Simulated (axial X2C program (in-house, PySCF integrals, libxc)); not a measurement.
## Nuclear properties of SnCN⁻

Computed with an in-house all-electron X2C program for linear molecules (integrals from PySCF): two-component X2C with atomic mean-field Coulomb and Gaunt terms, Gaussian nuclei, basis Sn dyall-v3z, C dyall-v3z, N dyall-av3z with contracted cores.

Sn–C–N held linear, with bonds 2.229 and 1.165 Å (near the PBE0 minimum at charge -1 of the determinant lowest at the starting distance; the state shown can have its own minimum elsewhere, held linear; other orders of the atoms were not compared).

Determinant lowest in the PBE0 search, Ω = 1 (⟨Sz⟩ = 1.00, ⟨Lz⟩ = 0.00 at PBE0), spin on the atoms Sn 1.02, C -0.10, N 0.08:

```
level  Eeff magnitude (GV/cm)  Ws magnitude Sn (kHz)  A∥/gI Sn (MHz)  qzz Sn (a.u.)  A∥/gI C (MHz)  qzz C (a.u.)  A∥/gI N (MHz)  qzz N (a.u.)
 PBE0                   0.728                  0.381            -750           0.84          -14.9         -0.59          -6.46         -0.96
   HF                    3.25                   1.84            -718           1.18          -24.1         -0.71           4.62         -1.12
  PBE                   0.288                  0.131            -731           0.56          -14.3         -0.55           -7.7         -0.91
```

Determinant 0.41 eV from it at PBE0 and this distance, Ω = 0 (closed shell), highest spinor 88% Sn p, 5% N p, 3% C d:

```json
{"level": "PBE0", "qzz Sn (a.u.)": "1.03", "qzz C (a.u.)": "-0.59", "qzz N (a.u.)": "-0.96"}
{"level": "HF", "qzz Sn (a.u.)": "1.32", "qzz C (a.u.)": "-0.72", "qzz N (a.u.)": "-1.12"}
{"level": "PBE", "qzz Sn (a.u.)": "0.80", "qzz C (a.u.)": "-0.55", "qzz N (a.u.)": "-0.90"}
```

Eeff is the effective electric field on the electron electric dipole moment in this Ω state and Ws the scalar–pseudoscalar constant of the nucleus named (defined with the proton number Z and per Ω); A∥ (defined per Ω) follows by multiplying with gI = μI/(I μN); qzz is the electric field gradient, eQq0 = 234.96 MHz × Q/barn × qzz. The operators were transformed with the bare-nucleus X2C matrices; with these basis sets, hyperfine constants and field gradients can be off by tens of per cent, and where levels differ in sign neither size nor sign is settled.

Task: With gI(119Sn) = -2.0946, gI(13C) = 1.4048, Q(14N) = 0.02044 barn (g factors from the IAEA table of nuclear moments by Stone; Q from Pyykkö, Mol. Phys. 2018), turn the PBE0 values of the first state into constants in MHz.

Result: A∥(119Sn) = -750 × -2.0946 = 1570 MHz; A∥(13C) = -14.9 × 1.4048 = -20.9 MHz; eQq0(14N) = 234.96 × (0.02044) × (-0.96) = -4.61 MHz.

The molecule was held linear; bending was not examined, so a bent shape may lie lower.

Each state is one determinant with collinear spin, which with several unpaired electrons need not be a pure state. Unrestricted Hartree–Fock can overshoot spin polarisation at the nuclei. For an anion, determinants above electron detachment, or with a positive highest level, are held by the basis set. A closed determinant beside an open π² or δ² triplet, such as (π1/2)², mixes with its partner pair into the 0⁺ component of the triplet and ¹Σ⁺, so its energy is not that of a level, and 0⁺ can lie lowest. With several open shells hyperfine constants can be off by a factor of several. Where Eeff spreads by more than a factor of two the levels disagree and none is to be relied on. Open-shell Ω = 0 determinants with evenly filled partner blocks cannot be reached by this program, so the Ω shown need not be the lowest component. States lie within half an eV, so the first need not be the ground state. Where a field gradient or hyperfine factor spreads by more than a factor of two over the levels, a constant derived from it is not to be relied on. PBE0 term energies can be off by some tenths of an eV.
